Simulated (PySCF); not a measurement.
**Assignment exercise: C$_{5}$H$_{9}$FO**

Structure with atom numbers: `[CH3:1][CH2:2]/[C:3]([F:4])=[CH:5]/[O:6][CH3:7]`; H(Xn) means a hydrogen on atom n.

Computed data (PySCF 2.14.0 with density-fitted response routines): coordinates at the GFN2-xTB level, GIAO PBE0/pcSseg-1 shieldings. One averaged value for each set of equivalent atoms, one computed conformer, relativity neglected, gas phase.

Scale: ¹³C and ¹H against TMS (reference shieldings calculated alike).

Q: Assign these signals to the numbered atoms. ¹³C{¹H} NMR (computed): δ 154.3 (C), 132.1 (CH), 59.6 (CH3), 29.7 (CH2), 17.6 (CH3).

A: 
| δ (ppm) | atoms | environment | reason |
| --- | --- | --- | --- |
| 154.3 | C3 | β carbon of an enol-ether or enamine type C=C | – |
| 132.1 | C5 | alkene carbon bearing oxygen | the olefinic region |
| 59.6 | C7 | methyl carbon bonded to O | the inductive effect lowers its shielding |
| 29.7 | C2 | allylic sp3 CH2 | a saturated carbon with 2 carbon neighbours and no heteroatom attached |
| 17.6 | C1 | methyl carbon | saturated and bonded to C and H only |

Q: Assign these signals to the numbered atoms. ¹H NMR (400 MHz, computed): δ 5.51 (m, 1H), 4.01 (s, 3H), 2.09 (m, 2H), 1.21 (t, 3H).

A: 
| δ (ppm) | atoms | environment | reason |
| --- | --- | --- | --- |
| 5.51 | H(C5) | hydrogen on an alkene carbon bearing oxygen | olefinic region |
| 4.01 | H(C7) | hydrogen on a methyl carbon bonded to O | its carbon carries O, an electronegative neighbour |
| 2.09 | H(C2) | hydrogen on an allylic sp3 CH2 | allylic position |
| 1.21 | H(C1) | hydrogen on a methyl carbon | – |

Splittings by ¹⁹F in the carbon and heteronuclear signals aren't shown, as no couplings were computed. Shifts are as computed. Against solution values, carbons near 30 ppm lie about +3 ppm off and those near 130 ppm about +5 ppm (rms about the fit 2.1 ppm; single classes can miss by 10 ppm). Of 1328 compounds with measured shifts, 309 miss one by over three times the rms of a fit or turn the order of signals round; such compounds aren't used in these exercises. Signals without a measured value on file couldn't be tested in this way; 1H shifts scatter by 0.2 ppm about their fit, and single ones miss by 0.5 ppm. Multiplicities follow the n + 1 count of equivalent neighbours, as no J values were calculated; m marks all less simple cases, F and P coupling included.
